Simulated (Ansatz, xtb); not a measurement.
## Ranking isomers of AlFHN2Se

8 gas-phase structures of AlFHN2Se, found in a search over its isomers (lower ones may exist). Each was relaxed with GFN2-xTB:

A. `[F][AlH][N]=N[Se]`, a doublet
B. `[F][Al]1[NH][N][Se]1`, a doublet
C. `[F][Al@@H-]1[N]=[N+]1[Se]`, a doublet
D. a doublet given by its coordinates
E. a doublet given by its coordinates
F. `[F][AlH]/[N]=N/[Se]`, a doublet
G. `[F][Al@-]1([Se])[N]=[NH+]1`, a doublet
H. `[F][Al]1[N]N[Se]1`, a doublet

D (Å):

```xyz
6

Al   -0.8883   -0.2066    0.0424
F    -0.4700    0.1623   -1.5080
N    -3.9399   -0.0773    0.1160
N    -2.8391   -0.0463    0.0350
Se   -1.1377   -2.4346    0.6804
H    -0.4341    0.7830    1.1011
```

Close contacts (Å): Al1–F2 1.65, Al1–N4 1.96, Al1–Se5 2.33, N3–N4 1.10, Al1–H6 1.52.

E (Å):

```xyz
6

Al   -1.4899   -0.2211    0.8066
F    -2.7052   -0.1861    1.9118
N    -1.8635   -0.1712   -1.4699
N    -1.7649    0.8062   -0.7933
Se   -1.8369   -1.8974   -1.0442
H    -0.0124   -0.2839    1.0998
```

Close contacts (Å): Al1–F2 1.64, Al1–N4 1.92, Al1–Se5 2.52, N3–N4 1.19, N3–Se5 1.78, Al1–H6 1.51.

Make a reasoned guess at their ranking by r2SCAN-D4/def2-SVP single-point energy.

Calculated order at r2SCAN-D4/def2-SVP: D (0.0), G (113.8), B (114.3), E (160.4), H (175.9), F (200.3), A (202.6), C (210.6) kJ/mol. Less than 1 kcal/mol parts G and B; F and A, so the order within those pairs means little.

Energies above the lowest of each column, in kJ/mol:

```tsv
structure	GFN2-xTB	HF/STO-3G	r2SCAN-D4/def2-SVP
D	26.2	0.0	0.0
G	86.0	134.7	113.8
B	38.1	113.9	114.3
E	28.5	174.4	160.4
H	91.3	177.6	175.9
F	4.0	273.0	200.3
A	0.0	281.5	202.6
C	42.5	248.4	210.6
```

r2SCAN-D4/def2-SVP puts D lowest; GFN2-xTB picks A. Some further structures that were screened fall inside this span and aren't listed. Flexible structures stand in one conformer each, not always the lowest. Frequencies (PBE0-D3(BJ)/def2-SVP) were run for D alone. Open shells are spin-unrestricted, some with notable spin contamination.

Over these structures GFN2-xTB departs from r2SCAN-D4/def2-SVP by 67.1 kJ/mol on average once a common shift is removed. A GFN2-xTB relaxation took about 0.16 s and the r2SCAN-D4/def2-SVP energy about 4.2 s on a shared host (Ansatz 0.2.0, xtb 6.7.1).
